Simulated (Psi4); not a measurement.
Psi4 input (wB97X-D/6-31G*):

```
memory 1500 MB

molecule {
0 2
B    -0.61802600    0.41469115    0.02416884
F     0.52723220   -0.20936331   -0.00695393
H    -1.65495985   -0.18918598   -0.05825890
symmetry c1
no_reorient
no_com
}

set {
  basis 6-31G*
  reference uks
  scf_type pk
  dft_radial_points 99
  dft_spherical_points 590
  e_convergence 1e-8
  d_convergence 1e-7
  maxiter 150
}

e = energy('wb97x-d')
print_out(f'\nFINAL {e:.10f} DIPOLE {variable("CURRENT DIPOLE")[0]:.6f} {variable("CURRENT DIPOLE")[1]:.6f} {variable("CURRENT DIPOLE")[2]:.6f}\n')
```

Output:

```
   => Loading Basis Set <=

    Name: 6-31G*
    Role: ORBITAL
    Keyword: BASIS
    atoms 1 entry B          line    94 file 6-31gs.gbs
    atoms 2 entry F          line   162 file 6-31gs.gbs
    atoms 3 entry H          line    44 file 6-31gs.gbs

   => WB97X-D: Empirical Dispersion <=

    Chai and Head-Gordon Dispersion Correction
    Chai, J.-D.; Head-Gordon, M. (2010), J. Chem. Phys., 132: 6615-6620

        s6 =       1.000000

         ---------------------------------------------------------
                                   SCF
               by Justin Turney, Rob Parrish, Andy Simmonett
                          and Daniel G. A. Smith
                              UKS Reference
         ---------------------------------------------------------

  ==> Geometry <==

    Molecular point group: c1
    Full point group: C1

    Geometry (in Angstrom), charge = 0, multiplicity = 2:

       Center              X                  Y                   Z               Mass
    ------------   -----------------  -----------------  -----------------  -----------------
         B           -0.618026000000     0.414691150000     0.024168840000    11.009305360000
         F            0.527232200000    -0.209363310000    -0.006953930000    18.998403162730
         H           -1.654959850000    -0.189185980000    -0.058258900000     1.007825032230

  Running in c1 symmetry.

  Rotational constants: A =     18.65195  B =      1.19426  C =      1.12240 [cm^-1]
  Rotational constants: A = 559171.51008  B =  35803.10106  C =  33648.61914 [MHz]
  Nuclear repulsion =   22.634412665839719

  Charge       = 0
  Multiplicity = 2
  Electrons    = 15
  Nalpha       = 8
  Nbeta        = 7

  ==> Algorithm <==

  SCF Algorithm Type is PK.
  DIIS enabled.
  MOM disabled.
  Fractional occupation disabled.
  Guess Type is SAD.
  Energy threshold   = 1.00e-08
  Density threshold  = 1.00e-07
  Integral threshold = 1.00e-12

  ==> Primary Basis <==

  Basis Set: 6-31G*
    Blend: 6-31G*
    Number of shells: 14
    Number of basis functions: 32
    Number of Cartesian functions: 32
    Spherical Harmonics?: false
    Max angular momentum: 2

  ==> DFT Potential <==

   => LibXC <=

    Version 7.1.2
    S. Lehtola, C. Steigemann, M. J. T. Oliveira, and M. A. L. Marques,  SoftwareX 7, 1–5 (2018) (10.1016/j.softx.2017.11.002)

   => Composite Functional: WB97X-D <=

    wB97X-D Hyb-GGA Exchange-Correlation Functional

    J.-D. Chai and M. Head-Gordon,  Phys. Chem. Chem. Phys. 10, 6615–6620 (2008) (10.1039/B810189B)

    Deriv               =              1
    GGA                 =           TRUE
    Meta                =          FALSE

    Exchange Hybrid     =           TRUE
    MP2 Hybrid          =          FALSE

   => Exchange-Correlation Functionals <=

    1.0000   wB97X-D range-separated functional

   => Exact (HF) Exchange <=

    0.7780            HF,LR [omega = 0.2000]
    0.2220               HF

   => LibXC Density Thresholds  <==

    XC_HYB_GGA_XC_WB97X_D:  1.00E-14

   => Molecular Quadrature <=

    Radial Scheme          =       TREUTLER
    Pruning Scheme         =           NONE
    Nuclear Scheme         =       TREUTLER

    Blocking Scheme        =         OCTREE
    BS radius alpha        =              1
    Pruning alpha          =              1
    Radial Points          =             99
    Spherical Points       =            590
    Total Points           =         167892
    Total Blocks           =           1285
    Max Points             =            256
    Max Functions          =             32
    Weights Tolerance      =       1.00E-15

  ==> Integral Setup <==

  Using in-core PK algorithm.
   Calculation information:
      Number of atoms:                   3
      Number of AO shells:              14
      Number of primitives:             34
      Number of atomic orbitals:        32
      Number of basis functions:        32

      Integral cutoff                 1.00e-12
      Number of threads:                 1

  Performing in-core PK
  Using 418968 doubles for integral storage.
  We computed 5565 shell quartets total.
  Whereas there are 5565 unique shell quartets.

  Computing range-separated integrals for PK
  We computed 5565 wK shell quartets total.
  Whereas there are 5565 wK unique shell quartets.

  ==> DiskJK: Disk-Based J/K Matrices <==

    J tasked:                  Yes
    K tasked:                  Yes
    wK tasked:                 Yes
    Omega:               2.000E-01
    Schwarz Cutoff:          1E-12


  Cached 100.0% of DFT collocation blocks in 0.147 [GiB].

  Minimum eigenvalue in the overlap matrix is 6.5895457463E-03.
  Reciprocal condition number of the overlap matrix is 1.2699061319E-03.
    Using symmetric orthogonalization.

  ==> Pre-Iterations <==

  SCF Guess: Superposition of Atomic Densities via on-the-fly atomic UHF (no occupation information).

   -------------------------
    Irrep   Nso     Nmo
   -------------------------
     A         32      32
   -------------------------
    Total      32      32
   -------------------------

  ==> Iterations <==

                        Total Energy        Delta E     RMS |[F,P]|

   @UKS iter SAD:  -124.63770308014246   -1.24638e+02   0.00000e+00
   @UKS iter   1:  -125.18790371377450   -5.50201e-01   8.07196e-03 DIIS/ADIIS
   @UKS iter   2:  -125.18278124061862    5.12247e-03   9.29339e-03 DIIS/ADIIS
   @UKS iter   3:  -125.20898973118801   -2.62085e-02   3.77770e-04 DIIS/ADIIS
   @UKS iter   4:  -125.20908178177139   -9.20506e-05   6.60781e-05 DIIS
   @UKS iter   5:  -125.20908898311332   -7.20134e-06   2.06160e-05 DIIS
   @UKS iter   6:  -125.20908993353645   -9.50423e-07   5.31135e-06 DIIS
   @UKS iter   7:  -125.20908998608334   -5.25469e-08   1.41385e-06 DIIS
   @UKS iter   8:  -125.20908998907542   -2.99208e-09   3.02808e-07 DIIS
   @UKS iter   9:  -125.20908998923207   -1.56646e-10   7.89017e-08 DIIS
  Energy and wave function converged.

  ==> Post-Iterations <==

   Electrons on quadrature grid:
      Nalpha   =    7.9999999837 ; deviation = -1.629e-08
      Nbeta    =    6.9999999840 ; deviation = -1.596e-08
      Ntotal   =   14.9999999677 ; deviation = -3.225e-08

   @Spin Contamination Metric:   1.508307388E-03
   @S^2 Expected:                7.500000000E-01
   @S^2 Observed:                7.515083074E-01
   @S   Expected:                5.000000000E-01
   @S   Observed:                5.000000000E-01

    Orbital Energies [Eh]
    ---------------------

    Alpha Occupied:

       1A    -24.861353     2A     -6.937982     3A     -1.339730
       4A     -0.663432     5A     -0.581159     6A     -0.561479
       7A     -0.514113     8A     -0.283408

    Alpha Virtual:

       9A      0.041039    10A      0.226607    11A      0.276107
      12A      0.475242    13A      0.503934    14A      0.523912
      15A      0.660567    16A      0.964661    17A      1.169604
      18A      1.248466    19A      1.263435    20A      1.272737
      21A      1.422656    22A      1.435235    23A      1.618357
      24A      1.731821    25A      1.879472    26A      1.947612
      27A      1.993791    28A      2.413524    29A      2.451896
      30A      3.250704    31A      3.462891    32A      4.192698

    Beta Occupied:

       1A    -24.858966     2A     -6.929483     3A     -1.333691
       4A     -0.653187     5A     -0.562232     6A     -0.559204
       7A     -0.487074

    Beta Virtual:

       8A      0.016752     9A      0.065435    10A      0.234144
      11A      0.294952    12A      0.494279    13A      0.523874
      14A      0.570822    15A      0.684533    16A      0.990244
      17A      1.174444    18A      1.259559    19A      1.304692
      20A      1.323694    21A      1.439661    22A      1.454470
      23A      1.642185    24A      1.733799    25A      1.907248
      26A      1.954727    27A      2.006376    28A      2.426323
      29A      2.478086    30A      3.263792    31A      3.521759
      32A      4.195005

    Final Occupation by Irrep:
              A
    DOCC [     7 ]
    SOCC [     1 ]
    NA   [     8 ]
    NB   [     7 ]

  @UKS Final Energy:  -125.20908998923207

   => Energetics <=

    Nuclear Repulsion Energy =             22.6344126658397187
    One-Electron Energy =                -217.4670998050156641
    Two-Electron Energy =                  80.0120155783195770
    DFT Exchange-Correlation Energy =     -10.3883150468594305
    Empirical Dispersion Energy =          -0.0001033815162576
    VV10 Nonlocal Energy =                  0.0000000000000000
    Total Energy =                       -125.2090899892320692

  UHF NO Occupations:
  HONO-2 :    6  A 1.9997982
  HONO-1 :    7  A 1.9995650
  HONO-0 :    8  A 1.0000000
  LUNO+0 :    9  A 0.0004350
  LUNO+1 :   10  A 0.0002018
  LUNO+2 :   11  A 0.0000696
  LUNO+3 :   12  A 0.0000446

Computation Completed

Properties will be evaluated at   0.000000,   0.000000,   0.000000 [a0]

Properties computed using the SCF density matrix

 Multipole Moments:

 ------------------------------------------------------------------------------------
     Multipole            Electronic (a.u.)      Nuclear  (a.u.)        Total (a.u.)
 ------------------------------------------------------------------------------------

 L = 1.  Multiply by 2.5417464519 to convert [e a0] to [Debye]
 Dipole X            :         -0.1462487           -0.0000001           -0.1462488
 Dipole Y            :         -0.0670312           -0.0000000           -0.0670312
 Dipole Z            :         -0.0099090           -0.0000001           -0.0099091
 Magnitude           :                                                    0.1611834

 ------------------------------------------------------------------------------------

FINAL -125.2090899892 DIPOLE -0.146249 -0.067031 -0.009909

*** Psi4 exiting successfully. Buy a developer a beer!
```
